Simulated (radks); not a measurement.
Results of a calculation; reference values are marked as such.
Spin polarisation of the 4s1 shell in the germanium ion Ge3+. Start: [Ar] 3d10 4s(up 0.5, down 0.5); electrons of 4s are moved from spin down to spin up, other shells keep equal spins. Code: a radial shooting solver on a logarithmic mesh with Libxc functionals. Model: non-relativistic Kohn-Sham, TPSS, spin-polarised, spherical densities, point nucleus; meta-GGA in the generalised Kohn-Sham scheme.

moment (Bohr magnetons)  E - E(0) (eV)  e(4s up) (eV)  e(4s down) (eV)  3d down minus up (eV)
0                                0.000        -39.391          -39.391                 0.000
0.25                            -0.033        -39.659          -39.139                  0.074
0.5                             -0.128        -39.924          -38.928                  0.148
0.75                            -0.278        -40.172          -38.779                  0.219
1                               -0.476        -40.392          -38.573                  0.287

At moment 1 the spin-polarisation energy is -0.476 eV and the 4s exchange splitting 1.819 eV, that is 1.819 eV per Bohr magneton; E = -I m^2/4 would give I = 1.904 eV.
